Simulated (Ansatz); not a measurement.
A run on C3H4F4 (`CC(F)C(F)(F)F`) with other settings.

```yaml
crystal:
  periodic: [false, false, false]
  atoms:
    - {symbol: C, position_ang: [-0.121419, -1.295689, -0.187421]}
    - {symbol: C, position_ang: [0.530141, -0.032404, 0.305438]}
    - {symbol: F, position_ang: [1.760712, 0.128886, -0.288788]}
    - {symbol: C, position_ang: [-0.287636, 1.214894, -0.004294]}
    - {symbol: F, position_ang: [-0.521569, 1.350360, -1.310051]}
    - {symbol: F, position_ang: [-1.470500, 1.147499, 0.621205]}
    - {symbol: F, position_ang: [0.332807, 2.316905, 0.414975]}
    - {symbol: H, position_ang: [-0.256542, -1.257574, -1.268845]}
    - {symbol: H, position_ang: [-1.093172, -1.434480, 0.288121]}
    - {symbol: H, position_ang: [0.512734, -2.147070, 0.060085]}
    - {symbol: H, position_ang: [0.679945, -0.048327, 1.389974]}
basis:
  gaussian: {orbitals: def2-mTZVPP}
total_charge: 1
magnetization: {spin_polarized: true, initial_magnetization: 1}
hamiltonian: {xc: {name: B3LYP}, dispersion: d4}
scf: {lower_state_search: full}
output: {forces: true}
```

```sh
$ ansatz run in.yaml --threads 4 --pin off --events-out ev --progress --plain --max-ram 11315MiB
```

Output, abridged:

```
Functional definition: B3LYP
1392 factors; their error is unknown
mean field evaluation 1: about -14028.6245 eV, gradient 5.4e1 eV
mean field evaluation 2: about -14023.3691 eV, gradient 7.0e1 eV
mean field evaluation 4: about -14037.3538 eV, gradient 1.9e0 eV
mean field evaluation 8: about -14037.3714 eV, gradient 2.3e-1 eV
mean field evaluation 16: about -14037.3953 eV, gradient 1.5e-2 eV
mean field evaluation 32: about -14037.3953 eV, gradient 4.8e-5 eV
mean field -14037.39530921 eV, -515.8647627251 hartree, gradient 6.2e-6 eV, S^2 0.752262; 6 other end points of the search recorded, 0 dependent functions left out
reference -14037.39551229 eV, -515.8647701882 hartree; 29, 28 occupied and 144, 145 virtual orbitals, 1392 factors
Total energy: -14037.67134503 eV, -515.8749068543 hartree
Atom 0 at    -0.121419    -1.295689    -0.187421 Å, force    -0.925749     1.412857     0.340180 eV/Å
Atom 1 at     0.530141    -0.032404     0.305438 Å, force     2.871088    -4.463503    -0.650683 eV/Å
Atom 2 at     1.760712     0.128886    -0.288788 Å, force    -0.987603     0.295574     0.590990 eV/Å
Atom 3 at    -0.287636     1.214894    -0.004294 Å, force    -3.301015     5.214759    -0.766302 eV/Å
Atom 4 at    -0.521569     1.350360    -1.310051 Å, force     0.567082    -0.811907     0.395910 eV/Å
Atom 5 at    -1.470500     1.147499     0.621205 Å, force     0.800324    -0.795056    -0.010690 eV/Å
Atom 6 at     0.332807     2.316905     0.414975 Å, force     0.373632    -0.954349     0.076148 eV/Å
Atom 7 at    -0.256542    -1.257574    -1.268845 Å, force     0.020725    -0.524844    -0.426679 eV/Å
Atom 8 at    -1.093172    -1.434480     0.288121 Å, force    -0.118411     0.137410    -0.042496 eV/Å
Atom 9 at     0.512734    -2.147070     0.060085 Å, force     0.716712    -0.297675    -0.105327 eV/Å
Atom 10 at     0.679945    -0.048327     1.389974 Å, force    -0.016785     0.786733     0.598950 eV/Å
Dipole moment:     0.063648    -0.939268     0.273223 e Å
```

Run time 11 s (4 threads of an Arm Neoverse V1 on a shared host); peak host memory 0.74 GiB.
